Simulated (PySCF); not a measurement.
H₃P₂, SMILES [PH]P, multiplicity 2. Atoms are numbered in the order given.

```xyz
5

P      0.9630    -0.4332     0.4120
P     -0.8857     0.3148    -0.4544
H      1.6728     0.7345     0.0087
H     -1.0552     1.5052     0.3022
H     -1.7762    -0.4647     0.3261
```
Charge 0, spin multiplicity 2.

Geometry optimised at r2SCAN-D4/def2-TZVP. The isomer is the one that the SMILES or the coordinates give; other isomers of the formula were not compared.

Two levels are set side by side: PBE/pcH-1 (PySCF) and B3LYP/pcH-1 (PySCF). Contact hyperfine couplings, same geometry. Differences are taken from unrounded values.

```
quantity                      B3LYP    PBE  PBE minus B3LYP
----------------------------  -----  -----  ---------------
A(iso) of 31P, atom P1 (MHz)  110.7   24.9            -85.9
A(iso) of 31P, atom P2 (MHz)  260.6  289.2             28.6
A(iso) of 1H, atom H3 (MHz)   -33.1  -34.4             -1.2
A(iso) of 1H, atom H4 (MHz)    96.7   95.0             -1.7
A(iso) of 1H, atom H5 (MHz)    19.4   18.8             -0.6
```

Rough cost on one machine, each run with all the roots and properties that it gave: B3LYP against PBE within a factor of 2.
